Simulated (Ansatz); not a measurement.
Job for Ansatz (a quantum-chemistry and plane-wave program): R-CCSD(T)/def2-QZVPP on O3Zr (SMILES [O]=[Zr]1[O][O]1). Elements past Kr take the def2 small-core potentials; no spin–orbit coupling. The basis file is the Basis Set Exchange's JSON of that set.

Ansatz 0.2 input:
```yaml
crystal:
  periodic: [false, false, false]
  atoms:
    - {symbol: Zr, position_ang: [0.01895967, -0.44897990, 0.68100608]}
    - {symbol: O, position_ang: [-0.01211534, -1.87468950, -0.35425465]}
    - {symbol: O, position_ang: [0.74265379, 1.16101511, -0.18474449]}
    - {symbol: O, position_ang: [-0.74949812, 1.16265428, -0.14200694]}
basis:
  gaussian:
    orbitals: def2-QZVPP.json
magnetization: {spin_polarized: false}
correlation: {method: ccsd_t, electrons: outside_noble_gas}
scf: {lower_state_search: off}
```

Output:

```
WARN ansatz: RAYON_NUM_THREADS=4 ignored (pool sized by the plan → 4); use --threads N
Functional definition: HF
these checks for a lower state are left out or cut short: stability, starts, cluster_reference, orbital_swaps, neighbouring_geometries, increment
integrals: 1.61 GiB planned
1605 factors; integrals over basis functions are off by at most 6.2e-4 eV
mean field: 0.92 GiB planned
mean field evaluation 1: about -7368.8373 eV, gradient 7.2e1 eV
mean field evaluation 2: about -7368.9911 eV, gradient 7.2e1 eV
mean field evaluation 4: about -7379.1560 eV, gradient 9.1e0 eV
mean field evaluation 8: about -7379.3690 eV, gradient 8.4e-1 eV
mean field evaluation 16: about -7379.3734 eV, gradient 2.9e-6 eV
mean field -7379.37343525 eV, -271.1869718264 hartree, gradient 2.7e-6 eV, S^2 0.000000; 0 other end points of the search recorded, 0 dependent functions left out
7 core orbitals not correlated
reference -7379.37343525 eV, -271.1869718264 hartree; 11, 11 occupied and 234, 234 virtual orbitals, 1605 factors
second order -25.14071935 eV of doubles, -0.00000000 eV of singles
coupled cluster: 5.60 GiB planned
cycle   1  -22.61956676 eV  change     2.5e0 eV  update   2.3e-1
cycle   2  -23.71713290 eV  change    -1.1e0 eV  update   1.3e-1
cycle   3  -23.95774738 eV  change   -2.4e-1 eV  update   3.9e-2
cycle   4  -23.96022443 eV  change   -2.5e-3 eV  update   1.8e-2
cycle   5  -23.94201893 eV  change    1.8e-2 eV  update   6.9e-3
cycle   6  -23.94665959 eV  change   -4.6e-3 eV  update   4.1e-3
cycle   7  -23.94772719 eV  change   -1.1e-3 eV  update   1.7e-3
cycle   8  -23.94634109 eV  change    1.4e-3 eV  update   1.0e-3
cycle   9  -23.94641329 eV  change   -7.2e-5 eV  update   4.3e-4
cycle  10  -23.94712332 eV  change   -7.1e-4 eV  update   2.6e-4
cycle  11  -23.94668438 eV  change    4.4e-4 eV  update   1.3e-4
cycle  12  -23.94653273 eV  change    1.5e-4 eV  update   7.5e-5
cycle  13  -23.94673586 eV  change   -2.0e-4 eV  update   3.3e-5
cycle  14  -23.94667602 eV  change    6.0e-5 eV  update   1.8e-5
cycle  15  -23.94672240 eV  change   -4.6e-5 eV  update   9.8e-6
cycle  16  -23.94673569 eV  change   -1.3e-5 eV  update   5.0e-6
perturbative correction -1.43360749 eV, -0.0526841035 hartree
Total energy: -7404.75377843 eV, -272.1196822348 hartree
Checks for a lower state left out: stability, starts, cluster_reference, orbital_swaps, neighbouring_geometries, increment
```

The calculation finished and met its thresholds.

Cost: very roughly 4 core-minutes.
